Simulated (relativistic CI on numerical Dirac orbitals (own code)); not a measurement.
**Crystal-field levels of Pd3+, 4d7**

Calculated by Dirac-Coulomb-Breit CI, orbitals from a KLI potential per configuration, model QED (radiative potential, 1s self-energy scaled to tabulated hydrogen-like ionisation energies), valence Slater integrals scaled by 0.8, one configuration in a parametric crystal field (own radial code).

Field parameters in Wybourne normalisation: Oh B⁴₀ = 21Dq, B⁴₄ = √(5/14) B⁴₀. The field is a parameter set, without covalency.

S and J are read from ⟨S²⟩ = S(S + 1) and ⟨J²⟩ = J(J + 1) of each level; they are not fictitious spins.

Oh, 10Dq = 6000 cm⁻¹, the lowest 10 levels:

```
E (cm⁻¹)  Degeneracy  Irrep     S     J
     0.0           2     Γ6  1.49  4.40
     781           4     Γ8  1.48  4.20
    2136           4     Γ8  1.47  3.74
    3255           2     Γ7  1.49  3.05
    6889           4     Γ8  1.45  3.57
    7094           2     Γ6  1.49  3.59
    7679           4     Γ8  1.48  2.83
    8077           2     Γ7  1.48  3.01
   11393           4     Γ8  0.59  4.17
   13678           4     Γ8  1.45  2.87
```

Principal g values of the ground doublet: 4.78, 4.78, 4.78.

Oh, 10Dq = 10750 cm⁻¹, the lowest 10 levels:

| E (cm⁻¹) | Degeneracy | Irrep | S | J |
| --- | --- | --- | --- | --- |
| 0.0 | 2 | Γ6 | 1.49 | 4.32 |
| 794 | 4 | Γ8 | 1.46 | 4.01 |
| 1971 | 4 | Γ8 | 1.40 | 3.45 |
| 3133 | 2 | Γ7 | 1.50 | 2.96 |
| 7329 | 4 | Γ8 | 0.72 | 4.03 |
| 10690 | 4 | Γ8 | 1.35 | 3.60 |
| 11170 | 2 | Γ6 | 1.47 | 3.64 |
| 11475 | 4 | Γ8 | 1.47 | 3.23 |
| 12013 | 2 | Γ7 | 1.43 | 3.12 |
| 15255 | 4 | Γ8 | 0.64 | 4.55 |

Principal g values of the ground doublet: 4.60, 4.60, 4.60.

Oh, 10Dq = 15550 cm⁻¹, the lowest 16 levels:

| E (cm⁻¹) | Degeneracy | Irrep | S | J |
| --- | --- | --- | --- | --- |
| 0.0 | 4 | Γ8 | 1.06 | 3.82 |
| 155 | 2 | Γ6 | 1.49 | 4.26 |
| 1382 | 4 | Γ8 | 1.42 | 3.77 |
| 3167 | 2 | Γ7 | 1.50 | 2.92 |
| 4503 | 4 | Γ8 | 1.18 | 3.62 |
| 13477 | 4 | Γ8 | 0.93 | 3.94 |
| 15126 | 2 | Γ6 | 1.18 | 4.06 |
| 15237 | 4 | Γ8 | 1.00 | 3.94 |
| 15405 | 2 | Γ7 | 1.03 | 3.41 |
| 16383 | 4 | Γ8 | 1.24 | 3.86 |
| 17194 | 2 | Γ6 | 0.97 | 4.43 |
| 18228 | 4 | Γ8 | 1.07 | 3.46 |
| 18326 | 2 | Γ7 | 1.14 | 3.45 |
| 19884 | 4 | Γ8 | 0.71 | 3.08 |
| 21146 | 2 | Γ6 | 0.57 | 2.57 |
| 25711 | 2 | Γ7 | 1.39 | 2.70 |

Oh, 10Dq = 20350 cm⁻¹, the lowest 16 levels:

```
E (cm⁻¹)  Degeneracy  Irrep     S     J
     0.0           4     Γ8  0.65  3.93
    3780           2     Γ6  1.49  4.22
    4816           4     Γ8  1.48  3.82
    6692           2     Γ7  1.50  2.90
    7141           4     Γ8  1.42  3.25
   17825           4     Γ8  0.61  4.28
   19386           4     Γ8  0.59  4.06
   19594           2     Γ6  0.57  4.72
   19793           2     Γ7  0.60  3.66
   23469           4     Γ8  0.75  2.96
   24208           2     Γ6  1.36  3.58
   24242           4     Γ8  1.42  3.49
   25108           2     Γ6  0.70  2.81
   25578           2     Γ7  1.45  3.22
   25607           4     Γ8  1.35  3.54
   32926           2     Γ7  1.09  3.25
```

Oh, 10Dq = 25100 cm⁻¹, the lowest 16 levels:

| E (cm⁻¹) | Degeneracy | Irrep | S | J |
| --- | --- | --- | --- | --- |
| 0.0 | 4 | Γ8 | 0.56 | 3.96 |
| 8205 | 2 | Γ6 | 1.50 | 4.18 |
| 9189 | 4 | Γ8 | 1.49 | 3.78 |
| 11037 | 2 | Γ7 | 1.50 | 2.89 |
| 11259 | 4 | Γ8 | 1.47 | 3.11 |
| 22376 | 4 | Γ8 | 0.54 | 4.39 |
| 23862 | 4 | Γ8 | 0.54 | 4.00 |
| 23982 | 2 | Γ6 | 0.52 | 4.78 |
| 24281 | 2 | Γ7 | 0.53 | 3.71 |
| 28256 | 4 | Γ8 | 0.55 | 2.90 |
| 29482 | 2 | Γ6 | 0.53 | 2.63 |
| 33097 | 4 | Γ8 | 1.49 | 3.56 |
| 33232 | 2 | Γ6 | 1.48 | 3.69 |
| 34158 | 4 | Γ8 | 1.46 | 3.51 |
| 34378 | 2 | Γ7 | 1.48 | 3.19 |
| 39320 | 2 | Γ7 | 0.67 | 3.68 |

The free-ion ground term has S = 3/2. The field overcomes the spin-pairing energy for Oh, 10Dq = 20350 cm⁻¹; Oh, 10Dq = 25100 cm⁻¹, where the ground state has lower spin; these fields are assumed values.

Levels of this model without a field, named by their leading LS term (the scale mimics covalency, so terms lie below those of the real free ion): 4F_9/2 0, 4F_7/2 2742, 4F_5/2 4399, 4F_3/2 5424, 4P_3/2 13344, 4P_5/2 13699, 2G_9/2 14130, 4P_1/2 15400 cm⁻¹.
